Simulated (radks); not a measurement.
The nuclear charge of the vanadium ion V2+ is varied continuously with 21 electrons held in [Ar] 3d3. Method: non-relativistic Kohn-Sham, r2SCAN, spin-polarised, spherical densities, point nucleus; open shells are filled with parallel spins first; meta-GGA in the generalised Kohn-Sham scheme; computed with a radial shooting solver on a logarithmic mesh with Libxc functionals. By the Hellmann-Feynman theorem dE/dZ = E(electron-nucleus)/Z, the electronic potential at the nucleus.

\begin{tabular}{lrrrrr}
Z & E (hartree) & E(electron-nucleus)/Z (hartree) & HOMO & e(HOMO) (eV) & <r> HOMO (bohr) \\ \hline
22 & -849.05606 & -91.3181 & 3d & -8.638 & 1.670 \\
22.1 & -858.21471 & -91.8548 & 3d & -9.783 & 1.616 \\
22.2 & -867.42698 & -92.3905 & 3d & -10.986 & 1.566 \\
22.3 & -876.69278 & -92.9253 & 3d & -12.245 & 1.521 \\
22.4 & -886.01202 & -93.4594 & 3d & -13.558 & 1.480 \\
22.5 & -895.38463 & -93.9927 & 3d & -14.923 & 1.442 \\
22.6 & -904.81054 & -94.5254 & 3d & -16.338 & 1.407 \\
22.7 & -914.28969 & -95.0575 & 3d & -17.802 & 1.375 \\
22.8 & -923.82202 & -95.5890 & 3d & -19.312 & 1.344 \\
22.9 & -933.40748 & -96.1201 & 3d & -20.868 & 1.316 \\
23 & -943.04602 & -96.6507 & 3d & -22.469 & 1.289 \\
23.1 & -952.73761 & -97.1809 & 3d & -24.113 & 1.264 \\
23.2 & -962.48220 & -97.7108 & 3d & -25.800 & 1.240 \\
23.3 & -972.27975 & -98.2403 & 3d & -27.529 & 1.218 \\
23.4 & -982.13024 & -98.7695 & 3d & -29.299 & 1.196 \\
23.5 & -992.03364 & -99.2984 & 3d & -31.109 & 1.176 \\
23.6 & -1001.98990 & -99.8270 & 3d & -32.959 & 1.157 \\
23.7 & -1011.99902 & -100.355 & 3d & -34.848 & 1.138 \\
23.8 & -1022.06097 & -100.883 & 3d & -36.775 & 1.121 \\
23.9 & -1032.17571 & -101.411 & 3d & -38.741 & 1.104 \\
24 & -1042.34324 & -101.939 & 3d & -40.745 & 1.088 \\
\end{tabular}

The central difference of E at Z = 23 is -96.651 hartree, to compare with the third column; the second derivative is -5.3 hartree.
